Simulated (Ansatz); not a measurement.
Sn26H31Br, a nanocrystal cut from the lattice of tin (1 of the caps Br). Charge 0, multiplicity 1. Geometry r2SCAN-D4/def2-SVP, basis def2-SVP, Ansatz.

```csv
run,HOMO (eV),LUMO (eV)
A,-6.33,-2.63
B,-5.70,-3.03
C,-5.94,-2.91
D,-6.55,-2.37
```

In the def2 sets Sn takes a core potential; there is no spin–orbit coupling. B3LYP takes the VWN-RPA correlation. Single mean-field runs in def2-SVP are fitted with def2-universal-jkfit.

Task: The runs used B3LYP, PBE, PBE0, r2SCAN. Estimate which is which.

Result: A B3LYP (20 % exact exchange); B PBE (0 % exact exchange); C r2SCAN (0 % exact exchange); D PBE0 (25 % exact exchange). Exact exchange lowers occupied and raises empty levels; among semilocal functionals meta-GGAs tend to open the gap a little, and such runs are hard to tell apart. The gap grows from 2.67 eV (PBE) to 4.17 eV (PBE0).
